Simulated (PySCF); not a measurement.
A PySCF script (with the pyscf-properties extension) for the NMR shieldings of `C1[Si@@H]([SiH](F)F)[C@@H]1C(Cl)Cl`, C3H6Cl2F2Si2, on a GFN2-xTB geometry:

```python
import basis_set_exchange as bse
import numpy as np
from pyscf import gto, dft
from pyscf.prop import nmr

atoms = """
F     3.758987   -0.319624    0.515164
Si    2.614395    0.741004    0.168383
F     3.241137    1.429767   -1.132519
Si    0.759207   -0.458517   -0.393774
C    -0.718103    0.396694   -1.204686
C    -0.910041    0.151006    0.293154
C    -1.951853   -0.832310    0.668613
Cl   -1.680039   -1.451302    2.317417
Cl   -3.599354   -0.109994    0.605781
H     2.667560    1.754476    1.200626
H     0.789064   -1.904550   -0.615766
H    -1.375174   -0.168847   -1.849314
H    -0.674741    1.433281   -1.507093
H    -0.950656    1.042758    0.908538
H    -1.974803   -1.695851    0.003566
"""
names = dict.fromkeys(["F", "Si", "C", "Cl", "H"], "pcSseg-1")
basis = {el: gto.basis.parse(bse.get_basis(n, elements=[el], fmt="nwchem")) for el, n in names.items()}
mol = gto.M(atom=atoms, basis=basis, charge=0, verbose=0)
mf = dft.RKS(mol, xc="PBE0")
mf.grids.level = 2
mf.grids.alignment = dft.numint.BLKSIZE   # the property module wants whole blocks of grid points
mf.conv_tol = 1e-9
mf.kernel()

calc = nmr.RKS(mf)   # GIAO
C = mf.mo_coeff
Co = C[:, mf.mo_occ > 0]
resp = mf.gen_response(singlet=True, hermi=2)
def vind(x):   # induced exchange potential for any number of trial vectors
    d = np.einsum("pi,xij,qj->xpq", C, 2 * x.reshape(-1, C.shape[1], Co.shape[1]), Co, optimize=True)
    return np.einsum("xpq,pi,qj->xij", resp(d - d.transpose(0, 2, 1)), C, Co, optimize=True).ravel()
mo1, _ = nmr.rhf.solve_mo1(calc, with_cphf=vind)
sigma = calc.kernel(mo1)
for i, s in enumerate(sigma):   # ppm
    print("%2d %-2s %9.2f" % (i, mol.atom_pure_symbol(i), np.trace(s) / 3))
```

Question: Give the expected output.

Answer: 
```
 0 F     321.05
 1 Si    334.87
 2 F     312.85
 3 Si    502.47
 4 C     177.97
 5 C     156.88
 6 C      95.57
 7 Cl    619.59
 8 Cl    614.86
 9 H      26.33
10 H      29.16
11 H      30.90
12 H      30.53
13 H      29.83
14 H      26.69
```

These numbers come from an equivalent density-fitted implementation of the same equations, which agrees with the script to about 0.01 ppm for H and up to a few tenths of a ppm for heavy atoms, so last digits may differ.

Question: Turn these shieldings into chemical shifts. Scale: 19F (σ = 170.95 ppm) against CFCl3; TMS for 29Si (σ = 349.16 ppm) and 13C (σ = 186.93 ppm) and 1H (σ = 31.72 ppm); HCl for 35Cl (σ = 949.78 ppm) (reference shieldings calculated alike).

Answer: Averaging equivalent atoms: F 2: -141.9; F 0: -150.1; Si 1: 14.3; Si 3: -153.3; C 6: 91.4; C 5: 30.0; C 4: 9.0; Cl 8: 335; Cl 7: 330; H 9: 5.39; H 14: 5.03; H 10: 2.55; H 13: 1.88; H 12: 1.19; H 11: 0.82 ppm. Unscaled 19F shifts against computed CFCl3 carry errors that often reach 10 to 50 ppm.

Size and cost of the density-fitted run: 211 basis functions, 94 s wall time on 1 thread of an Intel Xeon, shared host; peak memory 0.98 GiB.
